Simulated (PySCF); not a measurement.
# Electronic absorption of C6H9OPS

C6H9OPS.
SMILES: `CCc1occ(SC)p1`

Method: PySCF, TDDFT CAM-B3LYP/def2-SVPD, vertical, gas phase, core orbitals frozen in the response. Geometry: PBE0-D3(BJ)/def2-SVP, one conformer, isolated molecule. Torsions of this conformer, `[CH3:1][CH2:2][c:3]1[o:4][cH:5][c:6]([S:7][CH3:8])[p:9]1`: C1–C2–C3–O4 -62°, C5–C6–S7–C8 179°.

Problem. What does the calculation give for the low-lying excited states?

Solution. 

| state | E (eV) | E (kJ/mol) | λ (nm) | f | main configurations (H = HOMO, L = LUMO) |
| --- | --- | --- | --- | --- | --- |
| S1 | 4.72 | 455 | 262.9 | 0.059 | H→L (96%) |
| S2 | 5.16 | 497 | 240.5 | 0.0001 | H→L+1 (62%), H→L+4 (10%) |
| S3 | 5.33 | 514 | 232.8 | 0.036 | H-1→L (71%), H→L+2 (19%) |
| S4 | 5.73 | 553 | 216.2 | 0.335 | H→L+2 (47%), H-1→L (21%), H→L+3 (20%) |
| S5 | 5.82 | 561 | 213.1 | 0.0064 | H→L+4 (69%) |
| S6 | 5.89 | 568 | 210.7 | 0.0046 | H→L+3 (29%), H→L+2 (12%), H→L+6 (11%) |
| S7 | 6.02 | 581 | 206.0 | 0.0078 | H-2→L (80%) |
| S8 | 6.12 | 590 | 202.6 | 0.0008 | H→L+5 (15%), H-1→L+3 (15%), H-1→L+4 (11%) |
| S9 | 6.28 | 606 | 197.5 | 0.107 | H-1→L+2 (65%), H-1→L+3 (19%) |
| S10 | 6.31 | 609 | 196.6 | 0.0017 | H→L+5 (68%) |

Triplets, Tamm–Dancoff:

```
state  E (eV)  λ (nm)  main configurations (H = HOMO, L = LUMO)
   T1    3.15   394.2                    H-1→L (65%), H→L (27%)
   T2    3.99   310.4       H→L+2 (28%), H→L (23%), H-1→L (21%)
   T3    4.48   277.0                    H→L (42%), H→L+2 (32%)
   T4    4.80   258.2                  H→L+1 (57%), H→L+4 (11%)
```

The lowest singlet lies at 4.72 eV (263 nm, ultraviolet) and is of moderate strength; its leading configuration is HOMO→LUMO (96%). The strongest level in the table is S4 at 5.73 eV (216 nm, f = 0.335). Löwdin shares by element: HOMO sulfur 42%, carbon 38% or more (atoms not listed hold the other 20%); LUMO carbon 34% or more, phosphorus 31%, oxygen 14% (atoms not listed hold the other 21%). Of the 10 states listed, 4 reach f = 0.01 and 1 stays under 0.0005. The oscillator strengths of these states sum to 0.558; summed over the whole spectrum of an exact calculation they would give the number of electrons, 84 (Thomas–Reiche–Kuhn). Orbital energies (eV): HOMO-3 -10.32, HOMO-2 -9.50, HOMO-1 -8.01, HOMO -7.25, LUMO 0.20, LUMO+1 1.18, LUMO+2 1.28. The vertical ionisation energy (ΔSCF) is 7.87 eV, 1.57 eV above S10. Only the lowest 10 singlets were computed, as vertical energies without vibronic structure.

Hardware: Intel Xeon Platinum 8488C, one thread, no GPU, on a shared host. Cost: 4.1 min of wall time (with the writing of density and orbital grids), 1.3 GiB resident at most.
